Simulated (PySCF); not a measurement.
Te(GeH3)2 (Ge₂H₆Te), SMILES [Te]([GeH3])[GeH3]. Atoms are numbered in the order given.

```xyz
9

Te    -0.0787    -0.0131     1.0462
Ge     0.3989    -1.8273    -0.7363
H      0.6959    -3.1319     0.0264
H     -0.8305    -2.0118    -1.6489
H      1.6155    -1.4230    -1.5938
Ge    -0.4801     1.7885    -0.7675
H     -0.8186     3.0961    -0.0274
H      0.7899     1.9741    -1.6228
H     -1.6532     1.3729    -1.6785
```
Charge 0, spin multiplicity 1.

Geometry: B3LYP-D3(BJ)/def2-SVP. The structure was generated by enumeration, and PubChem lists no compound with its InChIKey, so it may never have been made. The def2 effective core potentials stand for the cores of Te; spin–orbit coupling is left out.

All values below come from ωB97X/def2-TZVP run with PySCF.

The molecule is in vacuum.

Problem. Estimate the frontier levels, gap, dipole moment and polarisability. (An estimate is asked for; the answer gives what the named calculation found.)

Solution. 
The highest occupied level is -8.48 eV. The lowest empty level is 0.88 eV, the orbital gap is 9.36 eV and the dipole moment is 0.85 D. The quadrupole, principal values (traceless, Buckingham form, about the centre of nuclear charge) is -4.26, -0.46, 4.72 D·Å and the mean static polarisability comes out as 105.8 bohr³ (15.68 Å³). The polarisability, principal values comes out as 80.0, 107.7, 129.8 bohr³.
